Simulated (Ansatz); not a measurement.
Stepwise reaction of `N[Si](N)(Br)Br` with ammonia, as a gas-phase model of exchange steps in deposition or etching. ΔE in kJ/mol; ΔG adds harmonic PBE0-D4 terms to CCSD(T)/CBS, at 1 bar.

Computed with Ansatz on PBE0-D4/def2-TZVP structures; ΔE is electronic, products minus reactants. CCSD(T)/CBS is the MP2 limit (def2-TZVPP, def2-QZVPP) plus CCSD(T) − MP2 in def2-TZVPP, frozen cores. This one scheme is used for every species. Functionals use def2-TZVPP. B3LYP here is the variant with VWN-RPA as its local correlation; programs differ in this. For Br outer-core shells are correlated without core-valence functions, which leaves a few kJ/mol of doubt a bond. Scalar relativity is left out up to krypton. One conformer a species, not always the lowest.

| step | reaction | PBE-D4 | B3LYP-D4 | ωB97M-V | CCSD(T)/CBS | ΔG(600 K) |
| --- | --- | --- | --- | --- | --- | --- |
| 1 | `N[Si](N)(Br)Br` + NH₃ → `N[Si](N)(N)Br` + HBr | 39.5 | 32.6 | 32.2 | 35.3 | 24.2 |

(1) Give the row of step 2, `N[Si](N)(N)Br` + NH₃ → `N[Si](N)(N)N` + HBr. (Estimate.)

(2) By hand: ΔE of the 2 steps together at CCSD(T)/CBS.

Results:

(1) The calculation gave: 
| step | reaction | PBE-D4 | B3LYP-D4 | ωB97M-V | CCSD(T)/CBS | ΔG(600 K) |
| --- | --- | --- | --- | --- | --- | --- |
| 2 | `N[Si](N)(N)Br` + NH₃ → `N[Si](N)(N)N` + HBr | 56.9 | 51.1 | 52.4 | 53.3 | 48.7 |

(2) (35.3) + (53.3) = 88.6 kJ/mol, or 44.3 kJ/mol a step.

In ΔE each step is higher than the one before. All are uphill at CCSD(T)/CBS. ΔG lies between 24.2 and 48.7 kJ/mol a step. PBE-D4 differs from CCSD(T)/CBS by 3.6 to 4.2 kJ/mol a step. Only this route is followed, and other bonds may react first. Isolated molecules leave out the surface, adducts and barriers. Largest T1 diagnostic: 0.009.
